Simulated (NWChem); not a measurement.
Species: AlN₂H₅; SMILES [AlH]([NH2])[NH2]

```xyz
8

Al     0.0000     0.0000    -0.4903
H      0.0000     0.0000    -2.0747
N     -1.5438    -0.0001     0.3866
H     -2.4480     0.0029    -0.0712
H     -1.6712    -0.0036     1.3918
N      1.5438     0.0001     0.3866
H      1.6712     0.0036     1.3918
H      2.4480    -0.0029    -0.0712
```
Atoms are numbered in this order, from 1.

All runs: NWChem. Pople sets run with spherical d functions. Structure relaxed at the PBE0/def2-SVP level. B3LYP is NWChem's, with the RPA form of VWN correlation. Static field.

```tsv
level	isotropic polarisability (bohr³)	anisotropy (bohr³)
PBE/6-31+G*	___	___
B3LYP/6-31+G*	41.5	8.3
Hartree-Fock/6-31+G*	35.5	6.9
BHandHLYP/6-31+G*	38.5	7.7
```

Problem. Some entries are withheld; supply them.

Solution. 
- PBE/6-31+G*, isotropic polarisability (bohr³): 44.1
- PBE/6-31+G*, anisotropy (bohr³): 8.9
